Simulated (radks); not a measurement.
The numbers below are computed, except where a source is named.
Valence configurations of P3+ (all share [Ne]). Level of theory: scalar-relativistic Kohn-Sham, PBEsol, spin-polarised, spherical densities, finite nucleus; open shells are filled with parallel spins first; Fermi nuclear charge, rms radius 3.1889 fm (a radial shooting solver on a logarithmic mesh with Libxc functionals). Energies are relative to 3s2; eigenvalues in eV for spin up.

| valence | E (eV) | moment (Bohr magnetons) | e(3p) | e(3s) |
|---|---|---|---|---|
| 3s2 | 0.000 | 0 | - | -45.554 |
| 3p2 | 18.674 | 2 | -37.673 | - |
| 3s1 3p1 | 8.299 | 2 | -37.181 | -47.557 |
| 3s1.5 3p0.5 | 4.636 | 1 | -36.385 | -46.680 |
| 3s0.5 3p1.5 | 13.487 | 2 | -37.431 | -47.806 |

NIST lists [Ne] 3s2 as the ground configuration; this level of theory agrees among the configurations tried. The energies are those of spherical high-spin densities, not of single terms.
